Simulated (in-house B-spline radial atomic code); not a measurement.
Sr II (Sr+) is squeezed into an impenetrable sphere of radius R (the orbitals vanish at R). No spin polarisation. All numbers are computed (scalar-relativistic (X2C) PBE, spherical fractional occupations; Fermi nucleus of rms radius 4.224 fm) with an all-electron radial atomic-structure program (B-spline basis), not measured.

Energies in eV above the free ion in [Kr] 5s1:

```json
{"R (bohr)": "9.68", "highest level (eV)": "-8.3", "[Kr] 5s1": "0.01984", "[Ne] 3s2 3p5 3d10 4s2 4p6 4f1 5s1": "274.5", "[Ar] 3d10 4s2 4p5 5s1 5d1": "30.75"}
{"R (bohr)": "5.77", "highest level (eV)": "-6.25", "[Kr] 5s1": "1.557", "[Ne] 3s2 3p5 3d10 4s2 4p6 4f1 5s1": "280.1", "[Ar] 3d10 4s2 4p5 5s1 5d1": "38.82"}
{"R (bohr)": "4.84", "highest level (eV)": "-3.21", "[Kr] 5s1": "4.258", "[Ne] 3s2 3p5 3d10 4s2 4p6 4f1 5s1": "285.7", "[Ar] 3d10 4s2 4p5 5s1 5d1": "48.1"}
{"R (bohr)": "3.98", "highest level (eV)": "4.23", "[Kr] 5s1": "11.89", "[Ne] 3s2 3p5 3d10 4s2 4p6 4f1 5s1": "297.8", "[Ar] 3d10 4s2 4p5 5s1 5d1": "68.3"}
{"R (bohr)": "3.63", "highest level (eV)": "10.4", "[Kr] 5s1": "19.03", "[Ne] 3s2 3p5 3d10 4s2 4p6 4f1 5s1": "307.5", "[Ar] 3d10 4s2 4p5 5s1 5d1": "84.08"}
{"R (bohr)": "3.14", "highest level (eV)": "25.7", "[Kr] 5s1": "39.61", "[Ne] 3s2 3p5 3d10 4s2 4p6 4f1 5s1": "332.6", "[Ar] 3d10 4s2 4p5 5s1 5d1": "123.2"}
{"R (bohr)": "2.5", "highest level (eV)": "72.9", "[Kr] 5s1": "120.7", "[Ne] 3s2 3p5 3d10 4s2 4p6 4f1 5s1": "423.1", "[Ar] 3d10 4s2 4p5 5s1 5d1": "250.5"}
{"R (bohr)": "2.18", "highest level (eV)": "123", "[Kr] 5s1": "227.4", "[Ne] 3s2 3p5 3d10 4s2 4p6 4f1 5s1": "538.3", "[Ar] 3d10 4s2 4p5 5s1 5d1": "399.1"}
{"R (bohr)": "1.65", "highest level (eV)": "318", "[Kr] 5s1": "750.1", "[Ne] 3s2 3p5 3d10 4s2 4p6 4f1 5s1": "1092", "[Ar] 3d10 4s2 4p5 5s1 5d1": "1054"}
{"R (bohr)": "1.57", "highest level (eV)": "372", "[Kr] 5s1": "917.5", "[Ne] 3s2 3p5 3d10 4s2 4p6 4f1 5s1": "1268", "[Ar] 3d10 4s2 4p5 5s1 5d1": "1253"}
```

**Question.** Does [Ne] 3s2 3p5 3d10 4s2 4p6 4f1 5s1 fall below [Kr] 5s1 under compression?

**Answer.** No, it stays above over the whole range.

**Question.** Does [Ar] 3d10 4s2 4p5 5s1 5d1 fall below [Kr] 5s1 under compression?

**Answer.** No, it stays above over the whole range.

The highest level is first positive in the row R = 3.98 bohr, pushed up by confinement above the zero of the free ion's potential. Each configuration is held fixed and needn't be the lowest in the sphere.
